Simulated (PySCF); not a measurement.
These are r2SCAN-D4/def2-TZVP // r2SCAN-D4/def2-SVP run with PySCF 2.14.0 values and carry that method's errors. Gas-phase values, no solvent. 

Reference species (SMILES): `[SnH3]` (neutral, multiplicity 2).

```json
{
 "dipole_moment": "0.34 D"
}
```

Changed species: `[SiH3][SnH2]` (radical fragment; the reference has radical fragment).

Question: Give the shifts of the dipole moment.

Answer: the dipole moment is nearly the same.
